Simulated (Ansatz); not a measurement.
Program: Ansatz. Geometries: PBE0-D4/def2-TZVP. ΔE: electronic, gas phase. CCSD(T)/CBS adds triple-zeta CCSD(T) − MP2 to the extrapolated MP2 energy (def2 sets, frozen cores). This one scheme is used for every species. One conformer a species, not always the lowest.

`BO[SiH](O)[SiH3]` + PH₃ → `O[SiH]([SiH3])P` + `BO`  (ligand exchange at the Si–O bond)

| species | SCS-MP2/def2-TZVPP energy (Eh) |
| --- | --- |
| `BO[SiH](O)[SiH3]` | -757.41296 |
| PH₃ | -342.66431 |
| `O[SiH]([SiH3])P` | -998.31986 |
| `BO` | -101.72534 |

(1) Work out ΔE.

Largest T1 diagnostic among the species: 0.014.

Answers

(1) ΔE = (-998.31986) + (-101.72534) − (-757.41296) − (-342.66431) = 0.03207 Eh = +84.2 kJ/mol. CCSD(T)/CBS gives +76.7 kJ/mol.

From PBE to PBE0 (25 % exact exchange), in def2-TZVPP and without D4, ΔE moves by +6.3 kJ/mol. In def2-TZVPP, CCSD(T) changes the Hartree–Fock value by −20.2 kJ/mol (the triples alone add −3.6 kJ/mol) and MP2 by −21.2 kJ/mol.
